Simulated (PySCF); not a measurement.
**Sc: ionisation energy**

Sc [Ar] 3d1 4s2 (2D) → Sc⁺ [Ar] 3d1 4s1 (3D), as a difference of total energies. Computed with PySCF 2.14 in 6-31G*, with no relativity, point nucleus. Correlated levels: valence: [Ar] frozen. The calculations carry no spin-orbit coupling.

Order these methods by the ionisation energy they give, lowest first.
A. MP2 (valence)
B. PBE0
C. SCS-MP2 (valence)
D. UHF

D (5.356 eV), A (5.881 eV), C (5.987 eV), B (6.316 eV).

These non-relativistic numbers lack the scalar-relativistic shift.

Errors of the correlated levels include the incompleteness of this basis and the frozen core.

MP2 underrates the near-degeneracy of ns² with np² in the lower species.

For comparison: 6.562 eV (measured; NIST levels, between the centres of gravity of the two terms).
